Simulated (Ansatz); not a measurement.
Single points on MoO2F2.

```yaml
crystal:
  periodic: [false, false, false]
  atoms:
    - {symbol: Mo, position_ang: [0.005932, -0.000025, 0.004142]}
    - {symbol: O, position_ang: [0.061954, -0.016322, 1.689921]}
    - {symbol: O, position_ang: [1.607963, 0.008843, -0.523748]}
    - {symbol: F, position_ang: [-0.841498, 1.543015, -0.570154]}
    - {symbol: F, position_ang: [-0.834341, -1.535501, -0.600161]}
basis:
  gaussian: {orbitals: def2-SVP, initial_orbitals: start.molden}
hamiltonian: {xc: pbe, dispersion: d4}
scf: {omitted_lower_state_checks: [starts]}
output: {orbitals: {seedname: orbitals}}
```

The file start.molden holds the orbitals of an earlier run on this structure, at another level or in another basis.

```sh
$ ansatz run in.yaml --threads 4 --pin off --events-out ev --progress --plain --max-ram 3916MiB
```

Shortened log:

```
Functional definition: PBE
885 factors; their error is unknown
mean field evaluation 1: about -11373.2944 eV, gradient 1.4e1 eV
mean field evaluation 2: about -11373.6852 eV, gradient 2.7e-1 eV
mean field evaluation 4: about -11373.6501 eV, gradient 1.2e-1 eV
mean field -11373.65015707 eV, -417.9739339353 hartree, gradient 5.2e-5 eV, S^2 0.000000; 0 other end points of the search recorded, 0 dependent functions left out
reference -11373.65022796 eV, -417.9739365405 hartree; 24, 24 occupied and 63, 63 virtual orbitals, 885 factors
Total energy: -11373.76459388 eV, -417.9781394104 hartree
Checks for a lower state left out: starts
```

It took 0.7 s on 4 threads of Arm Neoverse V1 on a shared host.

As the first input, with `gaussian: {orbitals: def2-TZVPD, initial_orbitals: start.molden}`, `hamiltonian: {xc: pbe0, dispersion: d4}` (abridged; 2.2 s):

```
Functional definition: PBE0
mean field -11383.34760368 eV, -418.3303085251 hartree, gradient 2.6e-5 eV, S^2 0.000000
Total energy: -11383.44340217 eV, -418.3338290547 hartree
Checks for a lower state left out: starts
```

The first input with `gaussian: {orbitals: def2-TZVP, initial_orbitals: start.molden}`, `hamiltonian: {xc: r2scan, dispersion: d4}` (abridged; 2.2 s):

```
Functional definition: r2SCAN
mean field -11390.77799559 eV, -418.6033703913 hartree, gradient 1.8e-5 eV, S^2 0.000000
Total energy: -11390.80373622 eV, -418.6043163419 hartree
Checks for a lower state left out: starts
```

First input, but with `gaussian: {orbitals: def2-TZVP, initial_orbitals: start.molden}`, `hamiltonian: {xc: {name: LC-wPBE, parameters: {omega: 0.15/bohr}}}` (abridged; 1.4 s):

```
Functional definition: LC-wPBE
mean field -11387.51801863 eV, -418.4835684478 hartree, gradient 1.5e-5 eV, S^2 0.000000
Total energy: -11387.51801870 eV, -418.4835684503 hartree
Checks for a lower state left out: starts
```

First input, but with `gaussian: {orbitals: def2-TZVP, initial_orbitals: start.molden}`, `hamiltonian: {xc: {name: wB97X-V}}` (abridged; 4.1 s):

```
Functional definition: wB97X-V
mean field -11388.38117942 eV, -418.5152890217 hartree, gradient 2.2e-5 eV, S^2 0.000000
Total energy: -11388.38117697 eV, -418.5152889317 hartree
Checks for a lower state left out: starts
```

The first input with `gaussian: {orbitals: def2-TZVP, initial_orbitals: start.molden}`, `hamiltonian: {xc: {name: BHLYP}, dispersion: d4}`, `output: {forces: true, orbitals: {seedname: orbitals}}` (abridged; 2.4 s):

```
Functional definition: BHLYP
mean field -11384.72336706 eV, -418.3808668966 hartree, gradient 7.7e-6 eV, S^2 0.000000
Total energy: -11384.87256996 eV, -418.3863500024 hartree
Atom 0 force     1.857405    -0.008324     1.297105 eV/Å
Atom 1 force    -0.157781     0.023313    -2.430612 eV/Å
Atom 2 force    -2.336381    -0.012135     0.688833 eV/Å
Atom 3 force     0.320043    -0.715914     0.215368 eV/Å
Atom 4 force     0.316714     0.713060     0.229307 eV/Å
Dipole moment:    -0.173809     0.000779    -0.121378 e Å
Checks for a lower state left out: starts
```

First input, but with `gaussian: {orbitals: def2-TZVP, initial_orbitals: start.molden}`, `correlation: {method: mp2}` and without the key `hamiltonian` (abridged; 1.3 s):

```
Functional definition: HF
mean field -11330.15470112 eV, -416.3755054116 hartree, gradient 1.3e-6 eV, S^2 0.000000
4 core orbitals not correlated: weight in the atoms' cores, before any rotation towards them, 1.000 or more for the frozen orbitals, at most 0.000 for the correlated occupied ones
second order -41.88091262 eV of doubles, -0.00000000 eV of singles
Total energy: -11372.03561374 eV, -417.9146005623 hartree
Checks for a lower state left out: starts
```

Geometry: PBE-D4/def2-SVP.

In the def2 sets Mo takes a core potential; there is no spin–orbit coupling. Correlated methods freeze 4 core orbitals; core or outer-core shells of Mo are correlated, in sets that lack core-valence functions.
